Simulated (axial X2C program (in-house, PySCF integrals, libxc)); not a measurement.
# What spin–orbit coupling does to ZrTe⁺

Calculated with an in-house all-electron X2C program for linear molecules (integrals from PySCF). Spin-free means the one-electron spin-free X2C Hamiltonian; two-component (2c) means X2C with spin–orbit coupling and atomic mean-field two-electron Coulomb and Gaunt terms, so the difference of the two also holds small scalar two-electron terms. Basis: Te dyall-cv3z [11s12p8d4f1g], Zr dyall-cv3z [11s12p9d6f3g] (cores contracted in-house); Gaussian nuclei, density fitting, unrestricted open shells. Masses: Te 129.906 u, Zr 89.905 u.

Spin-free state: M_S = 1/2, Λ = 2 (beyond evenly filled blocks: δ+α); fragments Te + Zr+.

| level | Re (Å) | ωe (cm⁻¹) | De (eV) | μ (D) |
| --- | --- | --- | --- | --- |
| PBE0 | 2.500 | 304.5 | 3.745 | 8.94 |

Dipoles are positive if Zr is the positive end and refer to the centre of mass.

(1) Within this multiplet, which Ω should lie lowest by the rule for regular and inverted multiplets?

Two-component determinant lowest at the distance of the search:

Ω = 3/2 (⟨Sz⟩ = -0.50, ⟨Lz⟩ = 2.00 at PBE0); fragments Te + Zr+.

```json
{"level": "PBE0", "Re (Å)": "2.503", "ωe (cm⁻¹)": "301.9", "μ (D)": "8.89"}
```

(2) From the two tables, how do the constants change at the PBE0 level (2c against spin-free)?

Occupations by symmetry block were frozen at the best pattern of an incomplete PBE0 search. Dissociation energies refer to the lowest single-determinant-based atoms at the same level and basis. De is not given where an atomic determinant may have missed its ground term or J level, or where the truncated virtual space spoils (T). Density functionals use the spin component along the axis (collinear). Other states lie close and PBE0, whose exact exchange favours high spin, may order them wrongly; the determinant shown need not be the ground state. The nearest other spin-free determinant of the search, M_S = 1/2, Λ = 0, lies 0.16 eV up at the distance of the search. Without a current term, density functionals place determinants with orbital angular momentum somewhat too high. The determinant is spin-polarised beyond a pure state at some levels (its spin-free form has ⟨S²⟩ too high), which makes Re and μ there less reliable.

Results:

(1) The open δ shell holds one electron, so the multiplet is regular: Ω = Λ − 1/2 = 3/2. The PBE0 2c search agrees, though Ω = 5/2 of the search lies only 0.08 eV higher.

(2) At the PBE0 level Re rises by 0.003 Å and ωe decreases by 2.6 cm⁻¹.
